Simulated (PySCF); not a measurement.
Si(AsH2)(F)(OH)2 (AsFH4O2Si), SMILES O[Si](O)(F)[AsH2]. Atoms are numbered in the order given.

```xyz
9

O     -0.9421    -1.0567     1.5630
Si    -0.8140    -0.2067     0.1618
O     -1.8318     1.0915     0.2764
F     -1.3151    -1.1076    -1.0990
As     1.3880     0.3777    -0.2895
H     -1.8268    -1.1326     1.9392
H     -2.0456     1.5690    -0.5317
H      1.6364     0.7373     1.1636
H      1.8556    -1.0540    -0.1050
```

Coordinates come from a ωB97X-D3(BJ)/def2-SVP optimisation. Other conformers were not sampled.

All values below come from TDA-PBE/def2-SVPD (PySCF 2.14.0).

Vertical excitations. Gas-phase values at a fixed geometry.

```tsv
state	energy (eV)	λ (nm)	f	main pairs
S1	5.84	212	0.078	HOMO→LUMO 98 %
S2	6.42	193	0.016	HOMO→LUMO+1 81 %, HOMO→LUMO+2 13 %
S3	6.69	185	0.059	HOMO→LUMO+2 64 %
S4	6.93	179	0.098	HOMO−1→LUMO 88 %
S5	7.05	176	0.040	HOMO→LUMO+3 70 %, HOMO→LUMO+4 15 %
S6	7.22	172	0.004	HOMO−2→LUMO 95 %
S7	7.37	168	0.081	HOMO−1→LUMO+2 44 %, HOMO→LUMO+4 33 %
S8	7.39	168	0.030	HOMO−1→LUMO+2 36 %, HOMO→LUMO+4 21 %, HOMO−1→LUMO+1 19 %, HOMO→LUMO+3 8 %
S9	7.44	167	0.030	HOMO−1→LUMO+1 48 %, HOMO→LUMO+4 13 %, HOMO→LUMO+5 12 %
S10	7.60	163	0.001	HOMO−2→LUMO+1 65 %, HOMO−2→LUMO+2 19 %, HOMO→LUMO+5 12 %
T1	5.61	221	0	HOMO→LUMO 77 %, HOMO→LUMO+1 12 %
T2	5.63	220	0	HOMO→LUMO+2 55 %, HOMO→LUMO+1 40 %
T3	5.74	216	0	HOMO→LUMO+1 42 %, HOMO→LUMO+2 33 %, HOMO→LUMO 22 %
T4	6.58	188	0	HOMO−1→LUMO 63 %, HOMO−1→LUMO+1 16 %, HOMO→LUMO+3 15 %
```
Triplets are in the Tamm–Dancoff approximation.
